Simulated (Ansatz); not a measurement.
Input file for Ansatz (a program for electronic structure): R-wB97M-V/def2-TZVPPD on ammonia borane (SMILES [BH3-][NH3+]) with ghost functions, monomers drawn apart or pushed together. Files ending in .json are basis or fitting sets from the Basis Set Exchange.

Ansatz 0.2 input:
```yaml
crystal:
  periodic: [false, false, false]
  atoms:
    - {symbol: B, position_ang: [-0.92882853, 0.28962972, 0.29840841]}
    - {symbol: N, position_ang: [0.63215898, -0.16702462, 0.57007700]}
    - {symbol: H, position_ang: [-1.04449881, 1.36596360, 0.83879062]}
    - {symbol: H, position_ang: [-1.60656678, -0.57363610, 0.80756020]}
    - {symbol: H, position_ang: [-1.04869126, 0.34361681, -0.90279062]}
    - {symbol: H, position_ang: [1.28372321, 0.50425037, 0.17446295]}
    - {symbol: H, position_ang: [0.82645800, -1.07243659, 0.15280837]}
    - {symbol: H, position_ang: [0.81249708, -0.23273552, 1.57231514]}
basis:
  gaussian:
    orbitals: def2-TZVPPD.json
    ghost_atoms:
      - {symbol: C, position_ang: [0.37478701, 0.56816300, 5.88589274]}
      - {symbol: C, position_ang: [-0.01960863, -0.69932473, 5.87133938]}
      - {symbol: H, position_ang: [1.20545226, 0.89945715, 6.49809000]}
      - {symbol: H, position_ang: [-0.13290236, 1.31955643, 5.29230167]}
      - {symbol: H, position_ang: [-0.85969902, -1.01776520, 5.26510737]}
      - {symbol: H, position_ang: [0.47316651, -1.45599996, 6.47064507]}
hamiltonian:
  xc: {name: wB97M-V}
scf: {lower_state_search: off}
```

The log:

```
WARN ansatz: RAYON_NUM_THREADS=1 ignored (pool sized by the plan → 1); use --threads N
Functional definition: wB97M-V
these checks for a lower state are left out or cut short: stability, starts, cluster_reference, orbital_swaps, neighbouring_geometries, increment
integrals: 0.26 GiB planned
1218 factors; their error is unknown
integrals: 0.30 GiB planned
452 factors; integrals over basis functions are off by at most 3.3e-5 eV
mean field: 1.65 GiB planned
mean field evaluation 1: about -2260.4751 eV, gradient 3.8e1 eV
mean field evaluation 2: about -2261.9296 eV, gradient 3.0e1 eV
mean field evaluation 4: about -2263.6738 eV, gradient 9.6e-1 eV
mean field evaluation 8: about -2263.6697 eV, gradient 3.8e-1 eV
mean field evaluation 16: about -2263.6699 eV, gradient 2.9e-6 eV
mean field -2263.66985490 eV, -83.1883327971 hartree, gradient 2.9e-6 eV, S^2 0.000000; 0 other end points of the search recorded, 0 dependent functions left out
reference -2263.66991174 eV, -83.1883348859 hartree; 9, 9 occupied and 309, 309 virtual orbitals, 1218 factors
Total energy: -2263.66991174 eV, -83.1883348859 hartree
Checks for a lower state left out: stability, starts, cluster_reference, orbital_swaps, neighbouring_geometries, increment
```

The calculation finished and met its thresholds.

Cost: around 19 core-seconds (rough).
